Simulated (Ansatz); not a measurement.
Reaction (isomerisation): `F[CH]([AlH2])[SiH3]` → `F[CH2][AlH][SiH3]`

Isolated molecules relaxed with PBE0-D4/def2-TZVP in Ansatz; ΔE leaves out vibrations. CCSD(T)/CBS is the MP2 limit (def2-TZVPP, def2-QZVPP) plus CCSD(T) − MP2 in def2-TZVPP, frozen cores. Functionals use def2-TZVPP. Each species was taken in one conformer, which may not be the lowest.

| level | ΔE (kJ/mol) |
| --- | --- |
| LDA (SPW92) | -21.5 |
| B97M-V | -10.7 |
| PBE0-D4 | -24.4 |
| PBE-QIDH | -19.7 |
| BLYP | -20.3 |
| r2SCAN | -18.5 |
| CCSD/def2-SVP | -17.4 |
| MP2/def2-QZVPP | -9.8 |

Q: What does CCSD(T)/CBS give? (Estimate.)

A: The calculation gave: -16.0 kJ/mol. The listed levels differ from it by -5.5, 5.3, -8.4, -3.7, -4.3, -2.5, -1.4, 6.2 kJ/mol.

Largest T1 diagnostic among the species: 0.012.

The D4 term adds +4.0 kJ/mol with B3LYP and +1.9 kJ/mol with PBE0; it sums over pairs of atoms, weighted by their polarisabilities, and B3LYP, whose exchange is more repulsive, gets the larger term. Leaving LDA and LC-ωPBE aside and taking each functional with its dispersion term where it has one, the values, not all of them listed here, spread over 15.4 kJ/mol, from PBE-D4 to ωB97M-V. LDA lies +5.7 kJ/mol from PBE without D4. From BLYP to BHLYP (50 % exact exchange), in def2-TZVPP and without D4, ΔE moves by +3.1 kJ/mol.

B3LYP here is the variant with VWN-RPA as its local correlation; programs differ in this.
